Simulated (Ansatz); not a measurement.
The cluster Zr3O7H2. Total charge 0; singlet. Geometry PBE0-D4/def2-SVP.

```xyz
12

Zr   -0.447    0.922    1.679
Zr    0.575    1.209   -1.283
Zr   -0.174   -1.585   -0.204
O    -0.996    0.308   -0.384
O     0.571   -1.165    1.677
O    -1.439    1.917    2.716
O     0.874    1.929    0.436
O    -0.897   -1.249    1.735
O     1.587   -0.671   -0.938
O     0.642   -0.845   -2.054
H    -0.788   -3.278   -0.732
H     0.494    2.509   -2.649
```

In the def2 sets Zr takes a core potential; there is no spin–orbit coupling. The structure holds 2 bonds between oxygen atoms, so isomers without such links may lie far lower. No other spin state of charge 0 was run. Another isomer (singlet) lies 4.75 eV lower at PBE0-D4/def2-TZVP; other spin states weren't run for this one.

Problem. Estimate the orbital energies around the gap (eV) in Ansatz with PBE-D4/def2-TZVP, r2SCAN-D4/def2-TZVP, B97M-V/def2-TZVP, PBE0-D4/def2-TZVP.

Solution. 
```csv
orbital,PBE-D4/def2-TZVP,r2SCAN-D4/def2-TZVP,B97M-V/def2-TZVP,PBE0-D4/def2-TZVP
HOMO−9,-8.84,-9.16,-9.25,-10.40
HOMO−8,-8.50,-8.83,-8.95,-10.10
HOMO−7,-8.30,-8.63,-8.78,-9.89
HOMO−6,-7.94,-8.27,-8.39,-9.51
HOMO−5,-7.57,-7.90,-8.02,-9.16
HOMO−4,-7.30,-7.56,-7.59,-8.72
HOMO−3,-7.18,-7.49,-7.56,-8.63
HOMO−2,-7.05,-7.35,-7.40,-8.48
HOMO−1,-6.87,-7.19,-7.30,-8.36
HOMO,-6.74,-7.05,-7.16,-8.17
LUMO,-3.55,-3.34,-3.48,-2.71
LUMO+1,-3.11,-2.90,-3.00,-2.25
LUMO+2,-2.99,-2.75,-2.83,-2.07
LUMO+3,-2.82,-2.59,-2.64,-1.85
LUMO+4,-2.65,-2.42,-2.51,-1.75
LUMO+5,-2.59,-2.31,-2.46,-1.68
```
